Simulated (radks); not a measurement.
Spherical quantum dot in the effective-mass picture: electrons in a hard-walled sphere of radius 1.59, with a point charge +1 (a donor) at the centre, all in effective atomic units (hartree* = m*/eps^2 hartree, bohr* = eps/m* bohr), one dielectric constant everywhere. Calculated with a radial shooting solver with Libxc functionals: non-relativistic Kohn-Sham, PBE, spin-polarised, spherical densities. Levels are named by radial order and angular momentum (1s, 1p, 1d, 2s, ...), and open shells are averaged over m. Results are scaled to m* = 0.062 and eps = 13.5, for which hartree* = 9.257 meV and bohr* = 11.52 nm. Each electron was tried in the lowest free levels, single moves between levels near the top were tried too, and the lowest total energy was kept; such a search can miss a lower state. At N = 1 the Hartree and exchange-correlation terms need not cancel, so that row can carry a self-interaction error.

| N | open shells | 2S | E (meV) | addition energy mu(N+1) - mu(N) (meV) | e(HOMO) (meV) |
|---|---|---|---|---|---|
| 1 | 1s(up 1, down 0) | 1 | 2.81608 | 11.05 | 7.0125 |
| 2 | none | 0 | 16.6790 | 29.21 | 17.911 |
| 3 | 1p(up 1, down 0) | 1 | 59.7513 | 7.496 | 46.734 |
| 4 | 1p(up 2, down 0) | 2 | 110.319 | 7.807 | 54.445 |
| 5 | 1p(up 3, down 0) | 3 | 168.694 | 10.41 | 62.319 |
| 6 | 1p(up 3, down 1) | 2 | 237.482 | 7.344 | 72.388 |
| 7 | 1p(up 3, down 2) | 1 | 313.614 | 7.618 | 79.916 |
| 8 | none | 0 | 397.364 | 29.76 | 87.600 |
| 9 | 1d(up 1, down 0) | 1 | 510.871 | 7.264 | 117.12 |
| 10 | 1d(up 2, down 0) | 2 | 631.642 | 7.330 | 124.43 |
| 11 | 1d(up 3, down 0) | 3 | 759.742 | 7.368 | 131.78 |
| 12 | 1d(up 4, down 0) | 4 | 895.211 | 7.390 | 139.16 |
| 13 | 1d(up 5, down 0) | 5 | 1038.07 | 9.666 | 146.56 |
| 14 | 1d(up 5, down 1) | 4 | 1190.59 | 7.157 | 156.09 |
| 15 | 1d(up 5, down 2) | 3 | 1350.27 | 7.223 | 163.28 |
| 16 | 1d(up 5, down 3) | 2 | 1517.18 | 7.263 | 170.53 |
| 17 | 1d(up 5, down 4) | 1 | 1691.35 | 7.288 | 177.81 |
| 18 | none | 0 | 1872.80 | 20.81 | 185.10 |
| 19 | 2s(up 1, down 0) | 1 | 2075.06 | 11.49 | 206.92 |
| 20 | none | 0 | 2288.82 | 15.92 | 218.35 |
| 21 | 1f(up 1, down 0) | 1 | 2518.49 | 7.070 | 233.21 |
| 22 | 1f(up 2, down 0) | 2 | 2755.23 | 7.085 | 240.28 |
| 23 | 1f(up 3, down 0) | 3 | 2999.06 | 7.096 | 247.37 |
| 24 | 1f(up 4, down 0) | 4 | 3249.99 | - | 254.47 |

All shells are closed at N = 2, 8, 18, 20 (there: 1s2 1p6 1d10 2s2); the second difference of the energy has clear peaks (12 % above both neighbours; the first and last values, which can be the largest, are not judged, and half-filled shells can peak too) at N = 2, 5, 8, 13, 18, 20.
